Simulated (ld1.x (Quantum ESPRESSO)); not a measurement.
**Reading a pseudo-wave (Li (Z = 3))**

Columns: radius, all-electron u(r) and pseudo u(r) of the 2s shell (level -2.82 eV) of lithium in the configuration [He] 2s1 2p0; PBEsol, scalar-relativistic, TM scheme, ld1.x (Quantum ESPRESSO) 7.5.

```csv
r (bohr),all-electron,pseudo
0.210,0.1738,-0.0279
0.420,0.1677,-0.0572
0.630,0.0939,-0.0895
0.840,-0.0009,-0.1263
1.050,-0.0965,-0.1690
1.260,-0.1842,-0.2178
1.470,-0.2608,-0.2719
1.680,-0.3256,-0.3278
1.890,-0.3802,-0.3804
2.100,-0.4249,-0.4249
2.310,-0.4597,-0.4597
2.520,-0.4853,-0.4853
2.730,-0.5026,-0.5026
2.940,-0.5126,-0.5126
3.150,-0.5162,-0.5162
3.360,-0.5143,-0.5143
3.570,-0.5076,-0.5076
3.780,-0.4970,-0.4970
3.990,-0.4832,-0.4832
4.200,-0.4668,-0.4668
4.410,-0.4484,-0.4484
4.620,-0.4285,-0.4285
4.830,-0.4076,-0.4076
5.040,-0.3861,-0.3861
5.250,-0.3645,-0.3645
5.460,-0.3429,-0.3429
```

**Question.** How many radial nodes do the two functions have?

**Answer.** The all-electron 2s function has n − l − 1 = 1; the pseudo-wave has 0, since the states of the same l below it are removed with the core.

**Question.** At about which radius was the pseudo-wave matched?

**Answer.** 2.15 bohr. The columns agree to 0.0005 from 1.89 bohr on; several derivatives are matched, so the curves merge somewhat inside the radius.

**Question.** Is the pseudo-wave norm-conserving?

**Answer.** Yes: the TM scheme keeps the norm inside the radius equal to the all-electron one, which fixes the energy derivative of the logarithmic derivative at the level.
